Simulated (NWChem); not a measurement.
System: SiNH5Se; SMILES [Se]([SiH3])N

NWChem input:

```
start job
memory heap 200 mb stack 900 mb global 1100 mb
geometry units angstroms noautoz
  Se     0.487097     0.570326     0.006026
  N     -1.295717     1.174450     0.000686
  H     -1.425744     1.762943    -0.821269
  H     -1.431639     1.760112     0.823719
  Si    -0.166031    -1.617529     0.001870
  H      1.087985    -2.432629     0.005303
  H     -0.965951    -1.928597    -1.218790
  H     -0.974094    -1.930700     1.216583
end
basis spherical
  * library def2-svp
end
dft
  xc b3lyp
  iterations 150
  vectors input atomic output neutral.movecs
end
task dft energy
charge 1
dft
  odft
  mult 2
  vectors input atomic output cation.movecs
end
task dft energy
```

Geometry: optimised at PBE0/def2-SVP.

Ions are spin-unrestricted doublets at the neutral geometry; other ion states weren't tried.

Problem. Predict the main results of this run. (B3LYP/def2-SVP, vertical spin-unrestricted ions.) Quantities: vertical ionisation energy, ΔSCF (eV); −ε(HOMO) (eV).

Solution. 
```
Quantity                               Value
-------------------------------------  -----
vertical ionisation energy, ΔSCF (eV)   8.95
−ε(HOMO) (eV)                           6.39
```
